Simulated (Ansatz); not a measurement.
Cartesian coordinates in Å:
```
C 1.7386 0.7299 1.2819
Al 0.4850 1.2270 -0.1419
C -1.0523 0.0726 -0.5274
C -1.5308 -1.1029 0.2813
N 0.1439 -0.2845 -1.4127
H 1.6096 -0.3041 1.6163
H 2.7792 0.8468 0.9636
H 1.6058 1.3682 2.1617
H 0.5828 2.6019 -0.9408
H -1.8384 0.4652 -1.1721
H -1.8989 -1.9317 -0.3397
H -2.3494 -0.7925 0.9346
H -0.7434 -1.4968 0.9322
H -0.0258 -0.1819 -2.4039
H 0.4941 -1.2171 -1.2330
```

Charge 0, multiplicity 1. The bonds changed during the relaxation, so this is another structure than the one it started from.

Question: List the PBE0/def2-TZVPP orbital energies in eV (the Gaussian-basis code of Ansatz). (Estimate.)

Answer: The calculation gave: Occupied: -1526.28, -392.30, -278.27, -277.97, -276.87, -112.19, -72.28, -72.15, -72.12, -25.60, -20.59, -18.46, -17.04, -14.90, -13.35, -11.88, -11.39, -10.53, -10.48, -10.15, -10.04, -8.59, -7.42, -6.35. Lowest empty: 0.41, 0.80, 1.28, 1.95, 2.06, 2.60, 2.97, 3.15.
